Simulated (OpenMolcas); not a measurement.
Os5+ among 2 point charges of -1.5 e arranged as a linear pair (D∞h).

| Item | Value |
| --- | --- |
| Program | OpenMolcas 26.06 |
| Method | SS-CASPT2, IPEA 0.25 Eh, imaginary shift 0.1 Eh (closed shells correlated: 5s 5p) |
| Basis | ANO-RCC-VDZP [7s6p4d2f1g] |
| Scalar Hamiltonian | DKH2, point nucleus |
| Active space | 3 electrons in 5 orbitals (5d) |
| State averaging | 2S+1 = 4 even, 10 roots; 2S+1 = 2 even, 40 roots |
| Spin-orbit coupling | state interaction with AMFI integrals over the reference wave functions |

All point charges move together. At R = 1.95 Å the first state of the same spin is 2960 cm-1, and at R = 2.28 Å it is 1140 cm-1.

A third run gives 1990 cm-1. What distance was it run at?

With a power law R^-n the two known points give n = -ln(1140 / 2960) / ln(2.28 / 1.95) = 6.10. Then R = 1.95 × (2960 / 1990)^(1/6.10) = 2.081 Å. The run was at 2.09 Å, so the estimate is off by -0.009 Å.

Roots that are degenerate in the reference are averaged as groups; the widest CASPT2 spread within a group is 42 cm-1 (the 2-fold group of multiplicity 2 near 42400 cm-1 above the lowest state of its run, R = 1.95). Shifts and gaps below about the spread of the groups concerned are not significant. Free-ion shares, where given, are those of the reference states; single-state CASPT2 does not remix them. Spin-orbit coupling mixes the spin-free states strongly: the lowest level takes only 44 % from its leading state, 4Π (figures for R = 1.95; the like holds for R = 2.09, R = 2.28). Point charges carry no covalency, so the field is a model and not that of real ligands. No measured value stands beside these numbers.
